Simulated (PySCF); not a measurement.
C₂H₈BrNSi₂.
SMILES with atom numbers: `[CH2:1]=[N:2][Si@H:3]([Br:4])[CH2:5][SiH3:6]` (hydrogens: H7, H8 on C1; H9 on Si3; H10, H11 on C5; H12, H13, H14 on Si6)

Method: PySCF, PBE0-D3(BJ)/def2-SVP geometry optimisation, gas phase; density fitting, grid level 1; the optimiser is geomeTRIC in internal coordinates, started from a GFN2-xTB structure with every atom displaced at random (about 0.01 Å).

Step 0: E = -89462.4142 eV
```
atom  x, y, z in Å  |  force x, y, z in eV/Å
C1      2.0692    1.3297   -0.6408    0.295   1.229  -0.256
N2      1.5933    0.4558    0.1026   -0.470  -0.735   0.869
Si3     0.7783   -1.0250   -0.2473   -0.079   0.141   0.062
Br4     0.7971   -1.4368   -2.4460   -0.120  -0.055  -0.278
C5     -0.9779   -0.9114    0.3789    0.220   0.566   0.177
Si6    -2.0819    0.3931   -0.4771    0.376  -0.822   0.756
H7      2.0216    1.3205   -1.7363    0.055  -0.176  -0.502
H8      2.5281    2.2361   -0.2050    0.141   0.026  -0.001
H9      1.6301   -2.0605    0.3573   -0.021  -0.335   0.184
H10    -0.9315   -0.6844    1.4646    0.082   0.077  -0.194
H11    -1.4460   -1.8914    0.3118   -0.263  -0.456  -0.184
H12    -2.3376   -0.0360   -1.8422   -0.214  -0.150  -0.711
H13    -1.4095    1.6873   -0.4815    0.289   0.619  -0.010
H14    -3.3444    0.4930    0.2855   -0.291   0.070   0.089
```

Step 1: E = -89462.4947 eV
```
atom  x, y, z in Å  |  force x, y, z in eV/Å
C1      2.1418    1.3581   -0.6429   -0.062  -0.155  -0.015
N2      1.5593    0.5318    0.1122    0.142   0.096   0.027
Si3     0.7726   -0.9654   -0.2692   -0.191  -0.102   0.087
Br4     0.7473   -1.3656   -2.4831   -0.002   0.019  -0.022
C5     -0.9673   -0.9034    0.3931   -0.190  -0.010  -0.074
Si6    -2.1252    0.3361   -0.4373    0.171   0.080  -0.117
H7      2.2333    1.2284   -1.7420   -0.012   0.020   0.006
H8      2.6038    2.2699   -0.2246   -0.005   0.031   0.017
H9      1.5160   -2.0834    0.3611    0.157   0.015   0.004
H10    -0.8861   -0.6682    1.4684    0.023   0.034   0.009
H11    -1.4181   -1.9094    0.3166    0.068   0.034  -0.020
H12    -2.3733   -0.0804   -1.8503   -0.033   0.012   0.028
H13    -1.4794    1.6888   -0.4487   -0.070  -0.044   0.011
H14    -3.4360    0.4327    0.2712    0.005  -0.029   0.060
```

**Question.** Estimate the geometry and energy of step 2. (The exact step hangs on the optimiser's Hessian estimate; all steps are aligned on step 1, rigid shifts and turns removed.)

**Answer.** E = -89462.5046 eV, largest force 0.117 eV/Å
```
atom  x, y, z in Å  |  force x, y, z in eV/Å
C1      2.1326    1.3446   -0.6421   -0.070   0.059  -0.004
N2      1.5667    0.5195    0.1246    0.087   0.013   0.037
Si3     0.7752   -0.9763   -0.2567   -0.070  -0.080   0.050
Br4     0.7576   -1.3634   -2.4740   -0.012   0.001  -0.023
C5     -0.9707   -0.9021    0.3871   -0.022  -0.014  -0.037
Si6    -2.1158    0.3449   -0.4472    0.046   0.023  -0.048
H7      2.1947    1.2275   -1.7443    0.011  -0.032   0.004
H8      2.5929    2.2611   -0.2299    0.024   0.001  -0.003
H9      1.5502   -2.0814    0.3675    0.029   0.027  -0.011
H10    -0.8933   -0.6632    1.4624   -0.007   0.017  -0.001
H11    -1.4201   -1.9066    0.3073    0.007   0.002  -0.009
H12    -2.3810   -0.0635   -1.8581   -0.015   0.000   0.011
H13    -1.4822    1.6992   -0.4526   -0.014  -0.005   0.008
H14    -3.4183    0.4296    0.2805    0.006  -0.011   0.027
```

The energy changes by -0.0100 eV. The first-order estimate −F·Δx gives -0.0153 eV and the mean of the old and new forces, exact on a quadratic surface, -0.0097 eV. The step makes an angle of 66° with the force vector and moves no atom by more than 0.039 Å.

The cost below is that of the whole optimisation. Time: 66 s; peak memory 0.60 GiB. Hardware: one thread, Arm Neoverse V2 (aarch64), no GPU, on a shared host.
